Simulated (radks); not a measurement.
The numbers below are computed, except where a source is named.
Fractional charge and spin in the 1s shell of helium: the spin-up occupation runs from 0 to 1 and the spin-down occupation from 0 to 1; the fullest corner is He, 1s(up 1, down 1). Code: a radial shooting solver on a logarithmic mesh with Libxc functionals. Model: non-relativistic Kohn-Sham, PBE, spin-polarised, spherical densities, point nucleus. Energy (eV) above the fullest corner. The planes named below are the two flat planes that join the four corners, with an edge along up + down = one added electron.

down \ up,0,0.25,0.5,0.75,1
0,78.721,63.210,48.730,35.789,24.467
0.25,63.210,49.813,37.393,26.413,16.939
0.5,48.730,37.393,26.963,17.869,10.165
0.75,35.789,26.413,17.869,10.552,4.507
1,24.467,16.939,10.165,4.507,0.000

Corners above the fullest one (they belong to He+ and the next ion): (up 1, down 0) 24.467 eV, (up 0, down 1) 24.467 eV, (up 0, down 0) 78.721 eV. With half an added electron in each spin the energy lies 2.496 eV from the planes (fractional-spin error, the static-correlation error of a stretched bond), and with half an added electron in spin up alone -2.864 eV (fractional-charge error). For a frontier s shell over closed shells the exact functional lies on the planes.
